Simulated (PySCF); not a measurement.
Compound: C5H9N2 (charge +1).
Geometry (PBE0-D3(BJ)/def2-SVP, Å), atoms numbered from 1 in this order:
```
atom  x, y, z in Å
C1    -2.442   -0.508    0.133
N2    -1.068   -0.041    0.023
C3    -0.682    1.226   -0.346
C4     0.681    1.248   -0.330
N5     1.100   -0.006    0.048
C6     2.486   -0.425    0.201
C7     0.026   -0.767    0.256
H8    -2.974    0.080    0.892
H9    -2.442   -1.563    0.429
H10   -2.946   -0.406   -0.837
H11   -1.402    2.005   -0.589
H12    1.380    2.050   -0.558
H13    3.017   -0.296   -0.751
H14    2.514   -1.481    0.489
H15    2.970    0.177    0.982
H16    0.039   -1.811    0.565
```

The calculation used TDDFT B3LYP/def2-SVPD, vertical, gas phase, core orbitals frozen in the response in PySCF.

Ground-to-excited transition dipoles (e·a0, same axes as the geometry; the sign carries no meaning), for the states with f of 0.002 or more among the lowest 8:

| state | E (hartree) | μx | μy | μz |
| --- | --- | --- | --- | --- |
| S1 | 0.2309 | 0.011 | -0.792 | 0.234 |
| S3 | 0.2780 | 0.003 | 0.045 | 0.151 |
| S4 | 0.2891 | 1.853 | 0.033 | 0.025 |
| S5 | 0.2927 | 0.015 | -0.776 | 0.231 |
| S7 | 0.3080 | 0.011 | -0.070 | -0.270 |
| S8 | 0.3132 | -0.004 | -0.062 | -0.197 |

**Question.** Work out the oscillator strengths.

**Answer.** f = (2/3) ΔE |μ|² with ΔE in hartree (27.2114 eV).

```tsv
state	|μ|² (au)	|μ| (D)	f
S1	0.683	2.10	0.105
S3	0.025	0.40	0.005
S4	3.435	4.71	0.662
S5	0.656	2.06	0.128
S7	0.078	0.71	0.016
S8	0.043	0.53	0.009
```

**Question.** Label these states by symmetry in C2v.

**Answer.** The ground state is totally symmetric, so the direction of μ fixes the label. Polarised along the twofold axis, so A1: S1 and S5. Polarised across the twofold axis, so B1 or B2: S3, S4, S7 and S8. Which of B1 and B2 hangs on the choice of axes; S3, S7 and S8 take one label and S4 the other.

**Question.** Which bond between heavy atoms lies closest to the direction of the S4 transition dipole?

**Answer.** C3–C4, at 0° from it; next C1–N2 and N5–C6 at 18°.

**Question.** What angle do the transition dipoles of S1 and S7 make?

**Answer.** |cos θ| = |μa·μb| / (|μa| |μb|) = 0.03, so θ ≈ 88° (taken between 0 and 90°, since the signs are arbitrary).

**Question.** What peak molar absorption coefficient would the strongest computed level give as a lone Gaussian band 0.4 eV wide at half height?

**Answer.** ε(max) = 2.175×10⁸ f / FWHM, with the width in cm⁻¹. S4: 2.175×10⁸ × 0.6621 / 3226 ≈ 45000 L mol⁻¹ cm⁻¹.

All these states lie below the vertical ionisation energy of 14.39 eV (ΔSCF).
